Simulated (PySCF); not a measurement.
Isomers of C3H16Si4, one conformer each. Computed, not measured: core-valence-separated Tamm–Dancoff BHandHLYP/aug-pcX-1 (pcseg-1 on H, def2-SVPD on Si) in PySCF, non-relativistic, gas phase, PBE0-D3(BJ)/def2-SVP geometry. No empirical shift is added; at this level the pattern usually sits a few eV under experiment.

P. `[SiH3]C[SiH2]C[SiH2]C[SiH3]`
Q. `CC(C)[SiH2][SiH2][SiH2][SiH3]`

Main lines, eV (oscillator strength):
1. C K: 285.4 (0.009), 285.4 (0.013), 285.4 (0.011), 285.9 (0.029), 286.1 (0.029)
2. C K: 285.0 (0.008), 285.0 (0.006), 285.5 (0.029), 285.6 (0.030), 285.6 (0.030)
Listed: the first five lines at most of each edge with a tenth or more of its strongest line's intensity; roots within 0.03 eV on the same or equivalent atoms are summed. Only the lowest roots were sought, and the top ones are left out.

Q: Which spectrum belongs to which isomer?

A: 1 = Q, 2 = P.
- P: first C line listed at 285.0 eV, hole on the sp3 carbon bound to silicon.
- Q: first C line listed at 285.4 eV, hole on the methyl carbon.

Q: What are the ground-state energies of the isomers at BHandHLYP/aug-pcX-1 (pcseg-1 on H, def2-SVPD on Si), relative to the lowest?

A: P 0.0, Q 63.1 kJ/mol (electronic energies on these geometries, no dispersion or zero-point terms).
